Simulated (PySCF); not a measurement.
A species of formula C7H12 has this rotational fingerprint, computed with PBE0-D3(BJ)/def2-SVP geometry optimisation, gas phase in PySCF 2.14.0:

| Quantity | Value |
| --- | --- |
| Rotational constants | A = 4975, B = 2019, C = 1703 MHz |
| Dipole components | \|μa\| = 0.03 D, \|μb\| = 0.02 D, \|μc\| = 0.19 D |
| Inertial defect | -55.01 u·Å² |
| κ | -0.81 |

Question: Which candidate fits, each taken in the one conformer that was computed?
A. `C[C@@H]1[C@H]2C[C@@H](C)[C@@H]12`
B. `[CH:1]#[C:2][C@@H:3]([CH3:4])[CH:5]([CH3:6])[CH3:7]` with C2–C3–C5–C6 63°
C. `[CH3:1][CH2:2][CH2:3][C:4]1=[CH:5][CH2:6][CH2:7]1` with C1–C2–C3–C4 -63°, C2–C3–C4–C5 121°
D. `C1CC2(CCC2)C1`

Answer: A. It is C[C@@H]1[C@H]2C[C@@H](C)[C@@H]12, an asymmetric top, point group C1. The candidates at the same level (rigid rotor, commonest isotopes):

```tsv
SMILES	A (MHz)	B (MHz)	C (MHz)	μa (D)	μb (D)	μc (D)	Δ (u·Å²)	point group	rotor
C#C[C@@H](C)C(C)C	2958	2188	1716	0.44	0.45	0.18	-107.24	C1	asymmetric top
C1CC2(C1)CCC2	5462	2038	2011	0.00	0.03	0.00	-89.24	C2	near-prolate asymmetric top
C[C@@H]1[C@H]2C[C@@H](C)[C@@H]12	4975	2019	1703	0.03	0.02	0.19	-55.01	C1	asymmetric top
CCCC1=CCC1	5186	1553	1527	0.32	0.13	0.19	-92.11	C1	near-prolate asymmetric top
```

`CCCC1=CCC1` has B 23 % too low; `C#C[C@@H](C)C(C)C` has A 41 % too low; `C1CC2(C1)CCC2` has C 18 % too high. No structure here is proved a minimum.
